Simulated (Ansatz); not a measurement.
Coupled-cluster diagnostics for the cluster Tl6, Ansatz.

Geometry of the singlet (PBE-D4/def2-SVP):

Cartesian coordinates in Å:
```
Tl 0.033 -3.131 -1.121
Tl 1.093 -1.252 1.035
Tl 2.199 0.691 3.241
Tl -2.219 2.555 -2.089
Tl -0.020 1.470 0.530
Tl -1.085 -0.333 -1.596
```

In the def2 sets Tl takes a core potential; there is no spin–orbit coupling. Correlated methods freeze 24 core orbitals; core or outer-core shells of Tl are correlated, in sets that lack core-valence functions. Another isomer (singlet) lies 0.65 eV lower at PBE0-D4/def2-TZVP; other spin states weren't run for this one.

Q: Estimate the CCSD(T) correlation energy, the shares of MP2 and (T), T1 and the reference's ⟨S²⟩ for: charge 0, singlet, own geometry in def2-SVP; and the rough time on 4 threads of Arm Neoverse V1 on a shared host.

A: 
```json
{"state": "charge 0, singlet, own geometry", "basis": "def2-SVP", "correlation (eV)": "-16.049", "MP2 share (%)": "90.0", "(T) share (%)": "7.3", "T1": "0.022", "⟨S²⟩ (pure)": "0.00 (0.00)", "wall time": "3.3 min", "remarks": "large T1 (0.022), restricted SCF unstable"}
```
Customary marks for T1 are 0.02 (closed shells), 0.045 (open shells) and about 0.05 (3d metals). T1 exceeds 0.02 in 1 of 1 rows and 0.045 in 0; the higher it lies, the less the single-reference result can be trusted.
